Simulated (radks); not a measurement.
Values are calculated unless marked as measured or tabulated.
The oxygen anion O-, [He] 2s2 2p5, held by a Watson sphere: a shell of charge +1 at radius R that stands for the Madelung well of a crystal (potential energy -1/R inside, -1/r outside, in hartree with lengths in bohr). Code: a radial shooting solver on a logarithmic mesh with Libxc functionals. Model: non-relativistic Kohn-Sham, LB94 model potential, spin-unpolarised, spherical densities, point nucleus. Response by self-consistent Sternheimer equations with the Hartree and adiabatic LDA kernel. The sphere does not respond.

R (bohr),e(1s) (eV),e(2s) (eV),e(2p) (eV),<r> 2p (bohr),sum of <r^2> (bohr^2),X-ray form factor at sin(theta)/lambda = 0.3 1/angstrom,alpha (bohr^3)
1.74,-535.46,-28.701,-14.488,1.322,15.12,4.225,7.453
3.03,-533.00,-24.882,-10.968,1.412,17.33,4.145,12.49
3.44,-532.28,-24.061,-10.160,1.424,17.70,4.143,13.89
3.66,-531.92,-23.676,-9.777,1.430,17.86,4.143,14.57
3.69,-531.87,-23.626,-9.728,1.430,17.88,4.143,14.65
3.94,-531.50,-23.232,-9.336,1.435,18.02,4.142,15.34
